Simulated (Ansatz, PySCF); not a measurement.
Gas-phase reaction (SMILES): CB(C)Br + O (H2O) → CB(C)O + Br (HBr); water cleaves one B-Br bond, a model of a ligand-exchange step.

Structures are relaxed separately at B3LYP-D3(BJ)/def2-TZVP in Ansatz (a first-principles code), one conformer each, not searched for the lowest. Cores are frozen in the correlated levels unless marked. No spin-orbit coupling. Frozen are the shells of the preceding noble gas and the d and f shells that filled before the atom's block. Non-relativistic. CBS marks a two-point X^-3 extrapolation of the correlation energy; Hartree-Fock from the larger set. [CCSD(T)-MP2]/basis is that difference in the basis named. Thermal terms are rigid-rotor harmonic-oscillator values from B3LYP-D3(BJ) frequencies (Ansatz or PySCF) at 298.15 K and 1 atm. 1 Eh = 627.5095 kcal/mol.

| species | E, RI-MP2/CBS(aug-cc-pVTZ,aug-cc-pVQZ)+[CCSD(T)-MP2]/aug-cc-pVTZ (Ansatz) (Eh) | E, B3LYP-D3(BJ)/def2-TZVPD (Ansatz + dftd3) (Eh) | H - E (Eh) | G - E (Eh) |
|---|---|---|---|---|
| CB(C)Br | -2677.24953 | -2678.97218 | 0.08459 | 0.04699 |
| O (H2O) | -76.37791 | -76.46738 | 0.02495 | 0.00353 |
| CB(C)O | -180.36129 | -180.66678 | 0.09892 | 0.06308 |
| Br (HBr) | -2573.28323 | -2574.79060 | 0.00927 | -0.01328 |

Question: Work out ΔE and ΔH, ΔG, ΔS and the equilibrium constant at 298.15 K at the first level, then ΔH at the second.

Answer: 
1. ΔE = [(-180.36129) + (-2573.28323)] - [(-2677.24953) + (-76.37791)] = -0.01708 Eh = -10.7 kcal/mol at RI-MP2/CBS(aug-cc-pVTZ,aug-cc-pVQZ)+[CCSD(T)-MP2]/aug-cc-pVTZ.
2. The terms H - E add up to -0.00135 Eh, so ΔH = (-0.01708 + (-0.00135))×627.5095 = -11.6 kcal/mol.
3. The terms G - E add up to -0.00072 Eh, so ΔG = -11.2 kcal/mol, and ΔS = (-0.00135 - (-0.00072))×627509.5/298.15 = -1.3 cal/(mol K).
4. log10 K = -ΔG/(RT ln 10) = 8.2, with RT ln 10 = 1.3642 kcal/mol.
5. At B3LYP-D3(BJ)/def2-TZVPD the same steps give ΔE = -11.2 and ΔH = -12.0 kcal/mol, a shift of -0.4 from the first level.
6. These values are not checked against measurement here, since the tables used lack a sound gas-phase enthalpy of formation for at least one species.
